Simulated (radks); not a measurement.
Q: The mean radii <r> (bohr) of the occupied orbitals of an atom or ion are listed with their occupations. Method: scalar-relativistic Kohn-Sham, BLYP, spin-polarised, spherical densities, finite nucleus; Fermi nuclear charge, rms radius of each element as measured or else 0.836 A^(1/3) + 0.57 fm; computed with a radial shooting solver on a logarithmic mesh with Libxc functionals.

| orbital | occ. | <r> |
|---|---|---|
| 1s | 2 | 0.1306 |
| 2s | 2 | 0.6955 |
| 2p | 6 | 0.6840 |

Name the element and its charge. Open shells, if any, are filled with parallel spins first.

A: Z = 12, magnesium, charge +2: Mg2+ in [Ne]. The 1s radius gives Z: for a bare nucleus <r> = (2 gamma + 1)/(2Z) with gamma = sqrt(1 - (Z/c)^2), 0.1247 bohr for Z = 12, and screening makes it slightly larger (0.1306 here). The occupations add up to 10, and the charge is Z minus that.
